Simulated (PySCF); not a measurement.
**Working out the excitation energy of Ca**

Ca [Ar] 4s2 (1S) → Ca [Ar] 3d1 4s1 (3D). All numbers are calculated (PySCF 2.14, scalar relativity by spin-free X2C-1e, in x2c-TZVPPall). Frozen: [Ar]. Energies in hartree (1 hartree = 27.21139 eV):

```csv
part,Ca (lower),Ca (upper)
UHF,-679.620198,-679.528304
CCSD correlation,-0.028203,-0.002338
(T),0.000000,0.000000
```

What does Hartree-Fock give?

(-679.528304) − (-679.620198) = 0.091894 hartree = 2.501 eV.

What do CCSD and CCSD(T) give?

The CCSD correlation energies differ by 0.025865 hartree = 0.704 eV and the triples by 0.000000 hartree = 0.000 eV, so CCSD gives 3.205 eV and CCSD(T) 3.205 eV.

Measured between the centres of the two terms (NIST): 2.524 eV, so CCSD(T) (valence) is off by 0.681 eV.

What remains against the reference includes basis incompleteness, the frozen core and higher excitations.
